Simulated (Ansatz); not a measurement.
# Abstraction of Br: CHBr2I + SiH3(SiH2) → CHBrI + SiH2(SiH3)Br

Species: CHBr2I (dibromoiodomethane) `BrC(Br)I`, singlet; SiH3(SiH2), doublet; CHBrI `Br[CH]I`, doublet; SiH2(SiH3)Br, singlet. A radical takes Br: the energy is the difference in strength between the C–Br bond broken and the Si–Br bond made.

Shapes, held fixed at every level: PBE0-D4/def2-TZVP. Programs: Ansatz 0.2.0. The zero-point and thermal change to 298 K, harmonic and unscaled (PBE0-D4/def2-TZVP), is -0.6 kJ/mol.

| level | kind | ΔH(298 K) (kJ/mol) | less CCSD(T)/def2-TZVPP | CPU time (sum over the molecules) |
| --- | --- | --- | --- | --- |
| MP2/def2-TZVPP | perturbation theory | -107.3 | +15.7 | – |
| SPW92/def2-TZVPP | LDA | -113.9 | +9.1 | 13 s |
| PBE0-D4/def2-TZVPP | global hybrid | -127.6 | -4.6 | 33 s |
| wB97M-V/def2-TZVPP | range-separated hybrid | -131.4 | -8.4 | 2 min |
| wB97X-V/def2-TZVPP | range-separated hybrid | -135.6 | -12.6 | 87 s |
| CCSD(T)/def2-SVP | coupled cluster or CI | -120.3 | +2.7 | 43 s |
| CCSD/def2-SVP | coupled cluster or CI | -125.6 | -2.6 | – |
| CCSD(T)/def2-TZVPP | coupled cluster or CI | -123.0 | 0.0 | 9.4 min |

The highest level, CCSD(T)/def2-TZVPP, gives ΔH(298 K) = -123.0 kJ/mol; the levels span -135.6 to -107.3. The column of differences is taken from that level and isn't an error. No measured value is set beside it here. Spin contamination: CHBrI (⟨S²⟩ up to 0.78). Open shells run unrestricted. For atoms past krypton def2 sets carry core potentials with scalar relativity. Relativity is left out for Br. Outer-core shells of Br, I are correlated, in sets that cover them unevenly. Times are processor times on shared x86 and Arm servers, and rough.
